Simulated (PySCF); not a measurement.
# Continuum solvent and chemical shifts

Atom-mapped SMILES (the numbers label the heavy atoms): `[O:1]=[C:2]1[O:3][CH2:4][C@@H:5]1[CH2:6][Cl:7]`; H(Xn) means a hydrogen on atom n. Ha(C4) is cis to C6 on the ring; Ha(C6) is pro-R; Hb(C6) is pro-S; Hb(C4) is trans to C6 on the ring.

GIAO PBE0/pcSseg-1 in PySCF 2.14 on one PBE0-D3(BJ)/def2-SVP conformer, non-relativistic, equivalent nuclei averaged. Solvents enter as an IEF-PCM continuum (benzene with ε = 2.3, chloroform with ε = 4.7) around the gas-phase geometry. Shifts are referred to TMS computed in the same medium.

In benzene, δ in ppm: C2 171.9, C4 65.9, C5 57.1, C6 47.7, Hb(C4) 4.34, Ha(C4) 4.04, Hb(C6) 3.88, H(C5) 3.76, Ha(C6) 3.60. Dipole moment 2.59 D.

(1) How does each δ change in the more polar medium?

(2) Which nuclei move most (in ppm), and what does the model miss?

Results:

(1) 
```
 atoms                            environment  Δδ, chloroform
    C2                  ester carbonyl carbon            +1.7
    C4                    sp3 CH2 bonded to O            +0.6
    C5                 sp3 CH α to a carbonyl            +0.3
    C6                   sp3 CH2 bonded to Cl            +0.4
Hb(C4)     hydrogen on an sp3 CH2 bonded to O           +0.08
Ha(C4)     hydrogen on an sp3 CH2 bonded to O           +0.09
Hb(C6)    hydrogen on an sp3 CH2 bonded to Cl           +0.05
 H(C5)  hydrogen on an sp3 CH α to a carbonyl           +0.10
Ha(C6)    hydrogen on an sp3 CH2 bonded to Cl           +0.09
```

Changes are relative to benzene. The dipole moment becomes 2.72 D in chloroform.

(2) C2 (ester carbonyl carbon, +1.7 ppm) in chloroform. A continuum only polarises the solute; specific hydrogen bonds, the anisotropy of aromatic solvents and changes of geometry or conformer are outside it.
